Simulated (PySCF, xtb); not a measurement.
BH2O3, SMILES OB(O)[O], multiplicity 2.

Coordinates come from a PBE-D3(BJ)/def2-SVP optimisation. A frequency run showed that this geometry is not a minimum. The isomer is the one that the SMILES or the coordinates give; other isomers of the formula were not compared. Other conformers were not sampled.

These are IEF-PCM-M06-2X/def2-SVP in PySCF values and carry that method's errors.

The values are the electrostatic part of the solvation free energy, E(continuum) − E(gas) at the gas-phase geometry, in a cavity of scaled van der Waals radii (PySCF's table); cavitation and dispersion terms are not included. The dipole moment in vacuum is 4.14 D.

Computed values in water (ε = 78.36), tetrahydrofuran (ε = 7.43), dimethylsulfoxide (ε = 46.83):
```
solvent                ε  ΔG(elec) (kcal/mol)  dipole (D)
-----------------  -----  -------------------  ----------
water              78.36                -10.5        4.93
tetrahydrofuran     7.43                 -8.4        4.78
dimethylsulfoxide  46.83                -10.3        4.92
```

For comparison, GFN2-xTB/ALPB(water) (xtb, at the GFN2-xTB geometry, all terms of that model) gives -11.5 kcal/mol.
